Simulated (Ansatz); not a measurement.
Computed with Ansatz on PBE0-D4/def2-TZVP structures; ΔE is electronic, products minus reactants. CCSD(T)/CBS adds triple-zeta CCSD(T) − MP2 to the extrapolated MP2 energy (def2 sets, frozen cores). This one scheme is used for every species, atoms too. DFT in def2-TZVPP. No spin–orbit coupling; open shells (•) take unrestricted orbitals. Spin–orbit coupling would lower the free atoms: a little for F, O, Si; clearly for Ga. Bonds to Ga are less sure, by a few kJ/mol each and by 10 to 20 or more in all where they break to atoms, as the def2 sets lack core-valence functions. Scalar relativity is left out up to krypton. Each species was taken in one conformer, which may not be the lowest.

Reaction (atomization): `[F][GaH][O][SiH3]` → F• + Ga• + 4 H• + O• + Si•

Question: What is ΔE at CCSD(T)/CBS? (An estimate is asked.)

Answer: Ansatz gave: +2598.3 kJ/mol.

Question: What do these levels give: B2PLYP, BHLYP, CAM-B3LYP, MP2/def2-SVP, CCSD/def2-SVP, HF/def2-TZVPP? (An estimate is asked.)

Answer: Ansatz gave: B2PLYP 2549.4, BHLYP 2469.4, CAM-B3LYP 2573.1, MP2/def2-SVP 2465.6, CCSD/def2-SVP 2394.3, HF/def2-TZVPP 1896.3 kJ/mol.

Largest T1 diagnostic among the species: 0.014.

The D4 term adds +24.8 kJ/mol with B3LYP and +13.0 kJ/mol with PBE0; it sums over pairs of atoms, weighted by their polarisabilities, and B3LYP, whose exchange is more repulsive, gets the larger term. From PBE to PBE0 (25 % exact exchange), in def2-TZVPP and without D4, ΔE moves by −38.8 kJ/mol: exact exchange takes away binding that semilocal exchange gives to molecules. In def2-TZVPP, CCSD(T) changes the Hartree–Fock value by +641.4 kJ/mol (the triples alone add +33.7 kJ/mol) and MP2 by +696.3 kJ/mol; breaking electron pairs costs correlation energy, which Hartree–Fock lacks.

B3LYP here is the variant with VWN-RPA as its local correlation; programs differ in this.

For atomizations the MP2-based limit and the directly extrapolated one differ by several kJ/mol either way, and by 10 to 25 for some Ge, Se and Sn compounds, so smaller differences from it don't rank the levels.
